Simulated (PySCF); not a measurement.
**[Zr(OH)(H)3] (charge 0, multiplicity 1)**

These are TPSSh-D3(BJ)/def2-TZVP // PBE-D3(BJ)/def2-SVP (PySCF) values and carry that method's errors.

The HOMO is -7.45 eV and the dipole moment is 1.85 D. The HOMO–LUMO gap comes out as 5.28 eV and the LUMO is -2.17 eV. The charge on the central atom (Mulliken) is 1.00 e. The total energy comes out as -124.7176 Ha. The cost is about 40 core-seconds (a rough figure).

```xyz
6

Zr    -0.0329     0.0465    -0.0308
O      0.0972    -1.0745    -1.5430
H      0.1632    -1.6480    -2.3204
H      1.6066    -0.0720     0.8597
H     -0.3671     1.7690    -0.6762
H     -1.4482    -0.6129     0.9975
```
